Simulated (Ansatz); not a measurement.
Geometry optimisation, Ansatz 0.2.0, RKS PBE/def2-SVP.

The input (input.yaml):

```yaml
crystal:
  periodic: [false, false, false]
  atoms:
    - { symbol: W, position_ang: [0.316624, -0.037537, 0.241336] }
    - { symbol: Cl, position_ang: [-0.523565, 0.002731, 2.45044] }
    - { symbol: Cl, position_ang: [2.306052, -0.388572, -0.841983] }
    - { symbol: H, position_ang: [-0.375952, 1.257674, -0.579516] }
    - { symbol: H, position_ang: [-1.328485, -0.182721, -0.043769] }
    - { symbol: H, position_ang: [-0.237997, -1.566255, -0.156681] }
    - { symbol: H, position_ang: [-0.228122, -0.318123, -1.306344] }
    - { symbol: H, position_ang: [1.853822, 2.050732, 1.577552] }
    - { symbol: H, position_ang: [1.329124, 1.725472, 1.958166] }
basis:
  gaussian: { orbitals: def2-SVP }
hamiltonian:
  xc: pbe
relax:
  f_tol: 0.03
  max_steps: 50
```

Run as:

```bash
$ ansatz run input.yaml --threads 2 --pin off --max-ram 3072MiB --backend cpu --events-out ev --progress --plain --runs-dir out
```

Problem. Where does it end, and by what steps?

Solution. It converged. After 8 steps the energy has fallen by 0.137 eV; H8 moved furthest, 0.42 Å.

```tsv
step	energy less start (eV)	largest force component (eV/Å)	accepted
0	0.0000	1.359	yes
1	-0.0954	0.362	yes
2	-0.1126	0.318	yes
3	-0.1280	0.211	yes
4	-0.1328	0.133	yes
5	-0.1363	0.077	yes
6	-0.1369	0.035	yes
7	-0.1368	0.099	no
8	-0.1370	0.006	yes
```

```xyz
9
Properties=species:S:1:pos:R:3
W 0.309 0.045 0.332
Cl -0.595 -0.260 2.432
Cl 2.357 -0.403 -0.623
H -0.407 1.370 -0.437
H -1.307 -0.157 -0.056
H -0.218 -1.479 -0.109
H -0.145 -0.216 -1.258
H 1.789 1.871 1.201
H 1.328 1.772 1.817
```

Whether the end is a true minimum wasn't checked by a vibrational analysis.

Time of the run: 8.8 s on 2 threads of AMD EPYC 9R45 (Zen 5), on a shared host, peak memory 0.16 GiB.
